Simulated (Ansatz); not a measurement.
Two isomers of CH5FGeOSi: A = `F[CH]1O[SiH2][GeH2]1`, B = `F[C@H]1O[Si@H]1[GeH3]`.

Isolated molecules relaxed with PBE0-D4/def2-TZVP in Ansatz; ΔE leaves out vibrations. CCSD(T)/CBS adds triple-zeta CCSD(T) − MP2 to the extrapolated MP2 energy (def2 sets, frozen cores). Functionals use def2-TZVPP. B3LYP here is the variant with VWN-RPA as its local correlation; programs differ in this. For Ge outer-core shells are correlated without core-valence functions, which leaves a few kJ/mol of doubt a bond. Scalar relativity is left out up to krypton.

Problem. Which is lower in electronic energy at CCSD(T)/CBS, and by how much? (Estimate.)

Solution. The calculation gave: A, by 16.1 kcal/mol.

Problem. Give E(B) − E(A) in kcal/mol with ωB97M-V, HF/def2-TZVPP, CCSD/def2-TZVPP, B3LYP, CCSD(T)/def2-TZVPP, B2PLYP, r2SCAN-D4. (Best estimate.)

Solution. Ansatz gave: ωB97M-V 15.6, HF/def2-TZVPP 18.0, CCSD/def2-TZVPP 16.4, B3LYP 14.2, CCSD(T)/def2-TZVPP 15.9, B2PLYP 15.1, r2SCAN-D4 13.5. None reverses the order clearly.

Largest T1 diagnostic: 0.014.

In def2-TZVPP, CCSD(T) changes the Hartree–Fock value by −2.0 kcal/mol (the triples alone add −0.5 kcal/mol) and MP2 by −1.7 kcal/mol. From PBE to PBE0 (25 % exact exchange), in def2-TZVPP and without D4, E(B) − E(A) moves by +2.1 kcal/mol.
